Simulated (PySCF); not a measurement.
Frontier orbitals and the lowest excitations

HSn(SnH3)3.
Cartesian coordinates in Å at the PBE0-D3(BJ)/def2-SVP level; atoms count from 1:
```
atom  x, y, z in Å
Sn1   -0.5205   -0.5582    0.0758
Sn2    1.7273   -1.2308    1.5832
Sn3    0.1166   -0.3495   -2.6291
Sn4   -1.5982    1.8337    1.0128
H5    -1.6917   -1.8034    0.2671
H6     2.0144   -0.0323    2.7775
H7     3.1172   -1.3338    0.5825
H8     1.5108   -2.7400    2.3698
H9    -0.2392    1.2299   -3.1986
H10   -0.7811   -1.4746   -3.5630
H11    1.7881   -0.6470   -2.8749
H12   -0.9991    2.1831    2.5826
H13   -1.1543    3.1222   -0.0295
H14   -3.3097    1.7568    1.0870
```

Method used: PySCF 2.14.0, density-fitted response routines, TDDFT wB97X-D/def2-SVPD, vertical, gas phase, core orbitals frozen in the response, def2 core potentials past Kr. Spin–orbit coupling is left out.

Kohn–Sham orbitals with the atoms that hold most of them (Löwdin shares over 4%, at most four atoms; ? is withheld):

```tsv
orbital	ε (eV)	atoms
LUMO+2	0.70	Sn1 26%, Sn3 19%, Sn4 15%, Sn2 13%
LUMO+1	0.68	Sn1 26%, Sn3 16%, Sn2 16%, Sn4 15%
LUMO	?	?
HOMO	-8.93	Sn1 32%, Sn4 22%, Sn2 21%, H14 4%
HOMO-1	-8.95	Sn1 32%, Sn3 28%, Sn2 10%, Sn4 8%
HOMO-2	-10.17	Sn1 31%, H5 26%, Sn2 8%, Sn4 8%
HOMO-3	-10.87	Sn2 16%, Sn4 15%, Sn3 13%, H12 12%
```

Which atoms hold the LUMO, and with what shares?

Sn1 (bonded to 3 Sn and H) 20%; Sn2 (bonded to Sn and 3 H) 16%; Sn3 (bonded to Sn and 3 H) 16%; Sn4 (bonded to Sn and 3 H) 16%.

What is the LUMO energy, and the HOMO–LUMO gap?

ε(LUMO) = 0.24 eV; the gap is 9.17 eV (0.3368 hartree).

How does S1 compare with the orbital gap of 9.17 eV?

S1 is at 5.44 eV (f = 0.164), 3.73 eV below the gap, made of HOMO→LUMO (67%), HOMO→LUMO+3 (16%). S1/S2 lie within about 0.01 eV of each other. Without the coupling terms of the response equations the lowest excitation would equal the gap.

Next come S2 at 5.44 eV (f 0.146), HOMO-1→LUMO (66%), HOMO-1→LUMO+3 (12%); S3 at 5.58 eV (f 0.0046), HOMO-1→LUMO+1 (44%), HOMO→LUMO+2 (43%); S4 at 5.83 eV (f 0.192), HOMO→LUMO+3 (71%), HOMO→LUMO (15%); S5 at 5.86 eV (f 0.249), HOMO-1→LUMO+3 (70%), HOMO-1→LUMO (17%).

Orbitals of the list HOMO-3 to LUMO+2 that lie within 0.01 eV of each other are written together with a slash and their weights summed (≥ marks a lower bound); for degenerate orbitals outside that list single weights are arbitrary.

Löwdin shares depend on the basis, the more so with diffuse functions.

The run took 2.3 min (grids of density and orbitals included) on Arm Neoverse V1, one thread (shared host), and the process peaked at 1.3 GiB of memory.
